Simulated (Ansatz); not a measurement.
The cluster VTe₂. The state is a doublet with charge 0. Geometry PBE0-D4/def2-TZVP; atoms count from 1.

Cartesian coordinates in Å:
```
V -0.891 -0.633 -0.942
Te 1.324 0.603 -0.553
Te -0.433 0.030 1.494
```

In the def2 sets Te takes a core potential; there is no spin–orbit coupling. The charge 0 doublet is spin-contaminated (final ⟨S²⟩ up to 1.76, 0.75 for a pure state). At PBE0-D4/def2-TZVP a quartet of charge 0 lies 0.90 eV below the doublet, each at its own geometry. The structure comes from a short search, and lower isomers may exist.

Q: Estimate the Mulliken populations from the PBE0/def2-TZVP orbitals of Ansatz.

A: 
```
atom  charge (e)  spin (α − β)  d electrons
  V1        0.53          1.16         3.79
 Te2       -0.26         -0.08            –
 Te3       -0.26         -0.08            –
```
Mulliken values depend strongly on the basis.

Q: Where does the spin sit?

A: Summed by element: V 1.16, Te -0.16, of 1 unpaired in all. Largest on single atoms: V1 1.16, Te3 -0.08, Te2 -0.08.

Q: And the Mayer bond orders between heavy atoms (over 0.3)?

A: V1–Te2 1.20 (2.57 Å); V1–Te3 1.20 (2.57 Å); Te2–Te3 1.03 (2.76 Å).
